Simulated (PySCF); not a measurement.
Zn(Me)(OH) (CH4OZn), SMILES [OH][Zn][CH3].

Coordinates come from a PBE0-D3(BJ)/def2-TZVP optimisation. The isomer is the one that the SMILES or the coordinates give; other isomers of the formula were not compared. One conformer was computed; it need not be the lowest.

Calculation: C-PCM-M06-2X/def2-SVP run with PySCF.

The values are the electrostatic part of the solvation free energy, E(continuum) − E(gas) at the gas-phase geometry, in a cavity of scaled van der Waals radii (PySCF's table); cavitation and dispersion terms are not included. A continuum can't describe solvent molecules that bind to the metal. In vacuum the orbital gap is 9.38 eV. The dipole moment in vacuum is 1.84 D.

```tsv
solvent	ε	ΔG(elec) (kcal/mol)	dipole (D)	gap (eV)
water	78.36	-14.0	2.06	9.43
chlorobenzene	5.70	-11.4	2.02	9.43
tetrahydrofuran	7.43	-12.0	2.03	9.43
```
